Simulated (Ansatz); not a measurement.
Input file for Ansatz (a first-principles code): R-r2SCAN/def2-TZVPP on H2PbS (SMILES [SH][PbH]), atoms moved off the minimum. Elements past Kr take the def2 small-core potentials; no spin–orbit coupling.

Ansatz 0.2 input:
```yaml
crystal:
  periodic: [false, false, false]
  atoms:
    - {symbol: Pb, position_ang: [-0.08670289, -0.38817532, 0.21146486]}
    - {symbol: H, position_ang: [0.96285961, -1.39412077, -0.93058288]}
    - {symbol: S, position_ang: [0.14404148, 1.67751745, -1.31826409]}
    - {symbol: H, position_ang: [-0.55730708, 2.56300731, -0.51304015]}
basis:
  gaussian:
    orbitals: def2-TZVPP
hamiltonian:
  xc: {name: r2SCAN}
scf: {lower_state_search: off}
output: {forces: true}
```

The head of its log:

```
WARN ansatz: RAYON_NUM_THREADS=1 ignored (pool sized by the plan → 1); use --threads N
Functional definition: r2SCAN
these checks for a lower state are left out or cut short: stability, starts, cluster_reference, orbital_swaps, neighbouring_geometries, increment
integrals: 0.04 GiB planned
784 factors; their error is unknown
mean field: 0.32 GiB planned
mean field evaluation 1: about -16117.0201 eV, gradient 2.3e1 eV
mean field evaluation 2: about -16095.7069 eV, gradient 7.7e1 eV
```

Question: Predict the final total energy.

Answer: -592.3583 hartree.
